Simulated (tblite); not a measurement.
Species: C3H9BN2S.
Numbering: `[CH2:1]=[C:2]([CH3:3])[S:4][B:5]([NH2:6])[NH2:7]` (hydrogens: H8, H9 on C1; H10, H11, H12 on C3; H13, H14 on N6; H15, H16 on N7)

Computed with GFN2-xTB (tblite), gas phase: L-BFGS steps from a force-field or distance-geometry start until the largest atomic force falls under 0.01 eV/Å.

Step 33: E = -581.4045 eV
```
atom  x, y, z in Å  |  force x, y, z in eV/Å
C1     -1.4393    1.2171   -0.2519    0.001  -0.030  -0.019
C2     -1.3395   -0.0775    0.0129    0.022  -0.012  -0.002
C3     -2.4733   -0.8988    0.5491   -0.026   0.034   0.012
S4      0.0982   -1.0833   -0.2853    0.041  -0.050   0.000
B5      1.6564   -0.1872    0.1060    0.035  -0.054  -0.039
N6      2.7823   -1.0266    0.1372   -0.003  -0.015   0.016
N7      1.7963    1.1801    0.3616   -0.007   0.009   0.028
H8     -2.3601    1.7388   -0.0468    0.018   0.030  -0.021
H9     -0.6482    1.7960   -0.6954   -0.017  -0.044   0.008
H10    -3.4298   -0.4524    0.2942   -0.055   0.055   0.004
H11    -2.4074   -0.9776    1.6343    0.051  -0.013  -0.014
H12    -2.4259   -1.9035    0.1348    0.010   0.023   0.018
H13     3.7256   -0.6966    0.2413   -0.049  -0.028   0.040
H14     2.7128   -2.0231    0.0341    0.031   0.033  -0.062
H15     1.0620    1.8620    0.3652   -0.042  -0.030   0.056
H16     2.6824    1.5415    0.6648   -0.010   0.091  -0.025
```

Step 34: E = -581.4062 eV
```
atom  x, y, z in Å  |  force x, y, z in eV/Å
C1     -1.4383    1.2154   -0.2502   -0.005  -0.004  -0.047
C2     -1.3401   -0.0787    0.0139    0.043   0.004   0.000
C3     -2.4730   -0.8977    0.5504   -0.041   0.028   0.006
S4      0.0967   -1.0818   -0.2870    0.101  -0.078   0.005
B5      1.6577   -0.1870    0.1070    0.019  -0.058  -0.044
N6      2.7831   -1.0272    0.1376   -0.033   0.002   0.012
N7      1.7955    1.1806    0.3626   -0.004   0.008   0.030
H8     -2.3593    1.7372   -0.0508    0.000   0.048  -0.004
H9     -0.6466    1.7904   -0.6956    0.000  -0.018  -0.001
H10    -3.4285   -0.4504    0.2966   -0.079   0.067  -0.002
H11    -2.4064   -0.9753    1.6350    0.053  -0.034   0.004
H12    -2.4264   -1.9000    0.1324    0.005  -0.013   0.031
H13     3.7257   -0.6987    0.2467   -0.026  -0.015   0.039
H14     2.7139   -2.0224    0.0268    0.025   0.014  -0.059
H15     1.0566    1.8581    0.3685   -0.021  -0.032   0.059
H16     2.6817    1.5466    0.6618   -0.035   0.081  -0.029
```

Step 35: E = -581.4088 eV
```
atom  x, y, z in Å  |  force x, y, z in eV/Å
C1     -1.4364    1.2119   -0.2483   -0.014   0.032  -0.082
C2     -1.3396   -0.0812    0.0156    0.060   0.021   0.000
C3     -2.4733   -0.8951    0.5531   -0.043   0.012  -0.010
S4      0.0965   -1.0817   -0.2907    0.146  -0.096   0.018
B5      1.6600   -0.1871    0.1053   -0.012  -0.014  -0.022
N6      2.7842   -1.0275    0.1395   -0.056  -0.020  -0.005
N7      1.7938    1.1815    0.3634   -0.018  -0.018   0.022
H8     -2.3580    1.7342   -0.0572   -0.018   0.064   0.019
H9     -0.6448    1.7821   -0.6969    0.033   0.021  -0.020
H10    -3.4269   -0.4436    0.2999   -0.083   0.064   0.004
H11    -2.4042   -0.9728    1.6370    0.044  -0.054   0.014
H12    -2.4274   -1.8941    0.1293   -0.017  -0.052   0.051
H13     3.7261   -0.7027    0.2558    0.016   0.014   0.041
H14     2.7161   -2.0211    0.0158    0.014   0.001  -0.055
H15     1.0465    1.8505    0.3789    0.010  -0.037   0.058
H16     2.6797    1.5557    0.6554   -0.064   0.062  -0.031
```

Task: Estimate the geometry and energy of step 36. (The exact step hangs on the optimiser's Hessian estimate; all steps are aligned on step 35, rigid shifts and turns removed.)

Result: E = -581.4114 eV, largest force 0.157 eV/Å
```
atom  x, y, z in Å  |  force x, y, z in eV/Å
C1     -1.4345    1.2083   -0.2482   -0.016   0.049  -0.103
C2     -1.3375   -0.0839    0.0175    0.060   0.027  -0.008
C3     -2.4741   -0.8919    0.5560   -0.025   0.000  -0.028
S4      0.0985   -1.0842   -0.2947    0.134  -0.072   0.039
B5      1.6621   -0.1870    0.1024   -0.029   0.001   0.005
N6      2.7847   -1.0279    0.1418   -0.041  -0.008  -0.020
N7      1.7917    1.1819    0.3638   -0.028  -0.018   0.018
H8     -2.3566    1.7317   -0.0642   -0.019   0.064   0.037
H9     -0.6427    1.7744   -0.6987    0.062   0.057  -0.041
H10    -3.4259   -0.4339    0.3035   -0.055   0.036   0.020
H11    -2.4016   -0.9721    1.6395    0.030  -0.059   0.010
H12    -2.4285   -1.8886    0.1274   -0.049  -0.072   0.063
H13     3.7263   -0.7072    0.2665    0.038   0.040   0.040
H14     2.7187   -2.0187    0.0029   -0.001  -0.044  -0.054
H15     1.0358    1.8414    0.3923    0.025  -0.034   0.052
H16     2.6763    1.5666    0.6479   -0.086   0.032  -0.031
```

The energy changes by -0.0027 eV. The first-order estimate −F·Δx gives -0.0036 eV and the mean of the old and new forces, exact on a quadratic surface, -0.0027 eV. The step makes an angle of 71° with the force vector and moves no atom by more than 0.019 Å.

What follows is the cost of the whole relaxation. On an Arm Neoverse N1 with one thread, no GPU, shared host with 64 logical CPUs at a one-minute load of 60, this took 1.3 s.
